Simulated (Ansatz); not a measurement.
The cluster B₁₄. The state is a triplet with charge 0. Geometry PBE0-D4/def2-SVP; atoms count from 1.

Cartesian coordinates in Å:
```
B -0.640 -1.661 -1.234
B 0.335 -0.044 -3.332
B 0.127 -0.099 -1.618
B -0.989 -2.069 0.254
B -0.003 0.357 1.587
B 0.725 1.690 0.600
B 0.836 1.209 -2.531
B -0.556 -0.499 2.995
B -0.319 -1.321 -2.771
B -0.757 -1.258 1.592
B 0.065 0.890 3.228
B 0.642 1.877 2.152
B -0.256 -0.535 0.066
B 0.789 1.463 -0.987
```

The structure comes from a short search, and lower isomers may exist.

Question: Estimate the Mulliken populations from the PBE0/def2-TZVP orbitals of Ansatz.

Answer: 
```
atom  charge (e)  spin (α − β)
  B1        0.12         -0.18
  B2        0.04          0.09
  B3       -0.05         -0.06
  B4       -0.08          0.65
  B5       -0.05         -0.06
  B6       -0.07          0.26
  B7        0.05          0.02
  B8       -0.08          0.36
  B9       -0.08          0.36
 B10        0.12         -0.18
 B11        0.04          0.09
 B12        0.05          0.02
 B13        0.07          0.36
 B14       -0.07          0.26
```
Mulliken values depend strongly on the basis.

Question: Where does the spin sit?

Answer: Summed by element: B 2.00, of 2 unpaired in all. Largest on single atoms: B4 0.65, B9 0.36, B8 0.36.

Question: And the Mayer bond orders between heavy atoms (over 0.3)?

Answer: B1–B3 0.42 (1.78 Å); B1–B4 0.99 (1.58 Å); B1–B9 0.99 (1.61 Å); B1–B13 0.54 (1.76 Å); B2–B3 0.63 (1.73 Å); B2–B7 1.22 (1.57 Å); B2–B9 1.41 (1.54 Å); B3–B7 0.51 (1.75 Å); B3–B9 0.57 (1.74 Å); B3–B13 0.65 (1.78 Å); B3–B14 0.49 (1.81 Å); B4–B10 0.99 (1.58 Å); B4–B13 0.80 (1.71 Å); B5–B6 0.49 (1.81 Å); B5–B8 0.57 (1.74 Å); B5–B10 0.42 (1.78 Å); B5–B11 0.63 (1.73 Å); B5–B12 0.51 (1.75 Å); B5–B13 0.65 (1.78 Å); B6–B12 1.17 (1.56 Å); B6–B14 1.37 (1.60 Å); B7–B14 1.17 (1.57 Å); B8–B10 0.99 (1.61 Å); B8–B11 1.41 (1.54 Å); B10–B13 0.54 (1.76 Å); B11–B12 1.22 (1.57 Å).
